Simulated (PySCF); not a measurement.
## Working out the ionisation energy of Zn⁺

Zn⁺ [Ar] 3d10 4s1 (2S) → Zn²⁺ [Ar] 3d10 (1S). All numbers are calculated (PySCF 2.14, no relativity, point nucleus, in dyall-av2z). Frozen: [Ar]; the 34 highest virtual orbitals dropped. Energies in hartree (1 hartree = 27.21139 eV):

| part | Zn⁺ (lower) | Zn²⁺ (upper) |
| --- | --- | --- |
| UHF | -1777.538701 | -1776.929122 |
| CCSD correlation | -0.370666 | -0.342061 |
| (T) | -0.009616 | -0.006958 |

Question: What does Hartree-Fock give?

Answer: (-1776.929122) − (-1777.538701) = 0.609579 hartree = 16.587 eV.

Question: What do CCSD and CCSD(T) give?

Answer: The CCSD correlation energies differ by 0.028605 hartree = 0.778 eV and the triples by 0.002658 hartree = 0.072 eV, so CCSD gives 17.365 eV and CCSD(T) 17.437 eV.

Measured between the centres of the two terms (NIST): 17.964 eV, so CCSD(T) (valence) is off by -0.527 eV.

The calculation is non-relativistic.

A double-zeta basis recovers only part of the correlation energy.

What remains against the reference includes basis incompleteness, the frozen core and higher excitations.
